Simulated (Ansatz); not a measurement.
System: sum formula SiN3H8, charge 1, multiplicity 1. It need not be the lowest isomer of its formula. SMILES: N[SiH](N)[NH3+]
Geometry from a B3LYP-D3(BJ)/def2-TZVP (Ansatz, a first-principles code) optimisation:
```
Si
N 1 1.6732
H 2 1.0086 1 122.33
H 2 1.0087 3 112.31 1 -170.13
N 1 1.6835 2 113.61 3 -143.95
H 5 1.0094 1 124.11 2 -176.16
H 5 1.0101 6 110.80 1 154.11
H 1 1.4672 2 112.17 3 -0.66
N 1 1.9298 8 98.44 2 -112.23
H 9 1.0217 1 111.15 8 61.65
H 9 1.0219 10 107.11 1 124.55
H 9 1.0219 10 107.52 11 114.86
```
Charge +1, spin multiplicity 1.

Parts of the frozen-core correlation energy in cc-pVTZ (Ansatz, hartree). Frozen orbitals: 8; correlated occupied orbitals by spin: 13 and 13; virtual: 215 and 215. Spin-orbit coupling is left out. No relativistic terms.

```tsv
term	value
reference (HF)	-456.91441
MP2 opposite-spin	-0.59100
MP2 same-spin	-0.17600
CCSD correlation	-0.80386
(T)	-0.02851
T1 diagnostic	0.009
largest doubles amplitude	0.016
```
